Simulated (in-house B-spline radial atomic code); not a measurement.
Configurations of Pd8+, with energies counted from [Kr] (4d3/2)2. Method: Dirac-Hartree-Fock, average of each configuration as written, Fermi nucleus of rms radius 4.5318 fm. Calculated with a B-spline radial code for spherical atoms. Energies include first-order Breit, QED and recoil terms.

Occupations are held fixed; configurations that lie above the ionisation limit could autoionise.

```
                                             configuration  E - E(ref) (eV)  highest orbital  its <r> (bohr)
                                             [Kr] (4d5/2)2           1.6128            4d5/2           1.102
         [Ar] 3d10 4s2 (4p1/2)1 (4p3/2)4 (4d3/2)2 (4f5/2)1              119            4f5/2           1.422
         [Ar] 3d10 4s2 (4p1/2)1 (4p3/2)4 (4d3/2)2 (5f7/2)1            151.5            5f7/2           2.894
[Ar] 3d10 4s2 (4p1/2)1 (4p3/2)4 (4d3/2)1 (4d5/2)1 (8g7/2)1           184.09            8g7/2           9.404
               [Ar] (3d3/2)3 (3d5/2)6 4s2 4p6 (4d5/2)2 6s1           443.33            6s1/2            3.13
```

Question: Order these further configurations by energy, lowest first.
A. [Kr] (4d3/2)1 (4f5/2)1
B. [Kr] (4d3/2)1 (4d5/2)1
C. [Kr] (4d5/2)1 (5g7/2)1
D. [Kr] (4d3/2)1 6s1
E. [Kr] (4d3/2)1 7s1

Answer: B (0.99716 eV), A (57.311 eV), D (80.555 eV), C (95.821 eV), E (100.76 eV).

Question: How far above the reference does [Kr] (4d3/2)1 5s1 lie?

Answer: 37.975 eV; its least bound orbital is 5s1/2 with <r> = 1.861 bohr.
